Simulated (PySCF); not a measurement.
2-hydroxy-3H-oxaborole (C₃H₅BO₂), SMILES OB1OC=CC1.

Coordinates come from a PBE-D3(BJ)/def2-SVP optimisation. The values are those of a single conformer.

All values below come from PBE-D3(BJ)/def2-SVP run with PySCF 2.14.0.

Harmonic, unscaled wavenumbers; measured fundamentals usually lie a few per cent lower.

```tsv
mode	ν (cm⁻¹)	IR (km/mol)	moving atoms (share of kinetic energy)
1	173	0.0	O 42 %, C 28 %, H 25 %
2	356	0.9	H 58 %, B 19 %, C 17 %
3	359	6.9	O 49 %, H 21 %, C 20 %, B 10 %
4	483	85.5	H 50 %, C 26 %, O 15 %, B 9 %
5	527	30.0	H 69 %, O 14 %, B 12 %
6	559	2.5	O 53 %, C 32 %, B 11 %
7	704	38.2	H 78 %, C 17 %
8	759	2.9	O 41 %, C 36 %, H 17 %
9	811	0.8	C 71 %, O 15 %, H 13 %
10	822	6.1	C 33 %, H 32 %, B 31 %
11	886	1.9	H 73 %, C 27 %
12	931	146.5	H 72 %, O 19 %
13	944	18.8	H 61 %, C 37 %
14	1045	63.7	H 41 %, C 37 %, O 22 %
15	1062	9.2	H 86 %, C 10 %
16	1135	21.1	H 51 %, C 31 %, B 11 %
17	1157	123.4	H 51 %, O 26 %, C 23 %
18	1220	68.5	B 33 %, C 32 %, H 23 %, O 12 %
19	1327	17.9	H 73 %, C 12 %, B 11 %
20	1340	36.6	H 64 %, C 26 %
21	1455	347.5	B 73 %, O 19 %
22	1628	34.2	C 89 %, H 10 %
23	2962	11.3	H 94 %
24	2998	5.6	H 91 %, C 9 %
25	3147	0.3	H 92 %
26	3170	12.7	H 90 %, C 10 %
27	3779	85.6	H 94 %
```
